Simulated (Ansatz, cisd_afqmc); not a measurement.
Species: RbI, charge 1, doublet. RbI+ (parent SMILES [Rb][I], doublet).
B3LYP-D3(BJ)/def2-TZVP minimum from Ansatz (a program for electronic structure):
```xyz
2

Rb     0.0000     0.0000    -2.2673
I      0.0000     0.0000     1.5828
```
Charge +1, spin multiplicity 2.

Total energies in def2-SVP, 7 correlated electrons, 13 frozen orbitals. Radicals and triplets start from unrestricted determinants; spin-orbit coupling is neglected. Correlated methods leave the cores frozen (noble-gas shells, and filled d and f shells in the p block). Past Kr the def2 sets carry scalar-relativistic core potentials. AFQMC is phaseless with a CISD trial state; ± is one standard error, without the phaseless bias. Outlying blocks are dropped, and bars are widened where a walk drifts. Over all cases where full CI ran beside it in this data, AFQMC minus full CI had a median of +0.1 mEh and passed +0.4 mEh in a tenth of the cases. Spin-orbit terms, left out, reach several kcal/mol for Br and I, and more for heavier atoms. The spin of IRb+ (parent SMILES [Rb][I], doublet) was assumed, and the state is the lowest solution found for it.

| method | program | energy (Eh) | minus CCSDTQ (mEh) |
|---|---|---|---|
| HF | Ansatz | -320.31815 | 92.12 |
| MP2 | Ansatz | -320.39654 | 13.73 |
| CCSD | Ansatz | -320.40912 | 1.16 |
| CCSD(T) | Ansatz | -320.40998 | 0.30 |
| CCSDT(Q) | Ansatz | -320.41026 | 0.01 |
| CCSDTQ | Ansatz | -320.41028 | 0.00 |
| AFQMC/CISD | cisd_afqmc | -320.4102 ± 0.0001 | 0.1 ± 0.1 |

Rough core times of Ansatz's runs on a shared machine: CCSD(T) under 20 s, CCSDT(Q) 30 s, CCSDTQ 7 min.
